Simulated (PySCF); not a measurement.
C₅H₅F₄O (doublet state).
Structure used (GFN2-xTB), in Å, numbered top down from 1:
```
atom  x, y, z in Å
F1     0.5819   -1.8339    1.2964
C2     0.4671   -1.0097    0.2437
C3     1.6637   -0.6495   -0.5648
O4     1.3335    0.5739   -1.1786
C5     0.3812    1.2449   -0.3785
C6    -0.4682    0.1526    0.3040
C7    -1.7610   -0.1167   -0.4785
F8    -2.5367    0.9788   -0.5270
F9    -2.4959   -1.0798    0.0886
F10   -1.5367   -0.4864   -1.7407
H11    1.9008   -1.3694   -1.3559
H12    2.5549   -0.5527    0.0848
H13    0.8838    1.8513    0.3878
H14   -0.1978    1.8983   -1.0327
H15   -0.7751    0.4065    1.3236
```

The hyperfine couplings belong to this conformer and change with its torsions.

As a line formula: `F[C]1COC[C@H]1C(F)(F)F` [radical].

Theory: UKS B3LYP, pcH-1 on C F H O, non-relativistic, mean-field spin-orbit, GIAO in PySCF 2.14.0. Geometry: GFN2-xTB, one conformer, isolated molecule. The geometry wasn't refined by DFT: couplings that depend on bond lengths, twists or pyramidal angles can differ widely from those at the functional's own minimum. Stability of the SCF solution: not tested.

Question: Predict the first-order ENDOR lines of C7, C6, C3, C5, F8/F9/F10, H12, H11, H15, H14 and H13 under fast tumbling at B = 341.5 mT (X band).

Answer: For S = 1/2 in fast tumbling each set of equivalent nuclei gives two lines, ν± = |νn ± a/2| to first order, with νn = g_N μN B/h and μN/h = 7.62259 MHz/T.

```
   nuclei  isotope     g_N  νn (MHz)  a_iso (MHz)  lower line (MHz)  upper line (MHz)
       C7      13C  1.4048      3.66        68.74             30.71             38.03
       C6      13C  1.4048      3.66       -19.52              6.10             13.42
       C3      13C  1.4048      3.66        -9.36              1.02              8.34
       C5      13C  1.4048      3.66         8.19              0.44              7.75
F8/F9/F10      19F  5.2577     13.69         2.86             12.26             15.12
      H12       1H  5.5857     14.54        90.48             30.70             59.78
      H11       1H  5.5857     14.54        82.54             26.73             55.81
      H15       1H  5.5857     14.54        36.38              3.65             32.73
      H14       1H  5.5857     14.54         5.12             11.98             17.10
      H13       1H  5.5857     14.54        -1.94             13.57             15.51
```

The rows for 13C, of low natural abundance, apply to labelled samples.

Question: Which pairs are centred on the nuclear Larmor frequency, and which on half the coupling?

Answer: Centred on νn, since |a| < 2νn: F8/F9/F10, H14 and H13. Centred on |a|/2 and split by 2νn: C7, C6, C3, C5, H12, H11 and H15.

Question: At what field would the lower line of C3 fall to zero frequency?

Answer: Where νn = |a|/2, that is B = 4.68 MHz/(1.4048 × 7.62259 MHz/T) = 437 mT, as far as first order holds there.

Couplings of abundant isotopes left out: F1 (194.1 MHz).

Class means assume fast exchange of nuclei equivalent by connectivity; if that motion is slow, each nucleus keeps its own coupling. The three 19F nuclei of mean +2.9 MHz run from 0.5 to 5.7 MHz in the frozen geometry.

The Mulliken spin populations are largest on C2 (+0.89) and F1 (+0.07). C2 is the only atom above +0.15. The angles at C2 add up to 350.1°, so it is slightly pyramidal.
